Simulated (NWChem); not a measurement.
GeSiH4Cl2; SMILES Cl[SiH2][GeH2][Cl]

```xyz
8

Cl     0.7070    -2.5259    -0.3750
Si    -0.5894    -1.3000     0.6958
Ge    -0.6411     0.9079    -0.2583
Cl     1.2553     1.9136     0.2115
H     -0.1315    -1.2440     2.1046
H     -1.9478    -1.8988     0.6295
H     -0.7626     0.9132    -1.7972
H     -1.7507     1.7850     0.3684
```
Atoms are numbered in this order, from 1.

Results from NWChem. The geometry was optimised at B3LYP/6-31G* (spherical d). Total energies compare along this basis series because the functional is fixed.

```json
[
 {"level": "B3LYP/cc-pVDZ", "basis functions": "101", "energy (Ha)": "-3289.4533", "highest occupied level (eV)": "-7.86", "orbital gap (eV)": "6.74", "dipole (D)": "2.59"},
 {"level": "B3LYP/aug-cc-pVDZ", "basis functions": "153", "energy (Ha)": "-3289.4639", "highest occupied level (eV)": "-8.00", "orbital gap (eV)": "6.54", "dipole (D)": "2.60"},
 {"level": "B3LYP/cc-pVTZ", "basis functions": "201", "energy (Ha)": "-3289.5809", "highest occupied level (eV)": "-7.97", "orbital gap (eV)": "6.68", "dipole (D)": "2.49"}
]
```
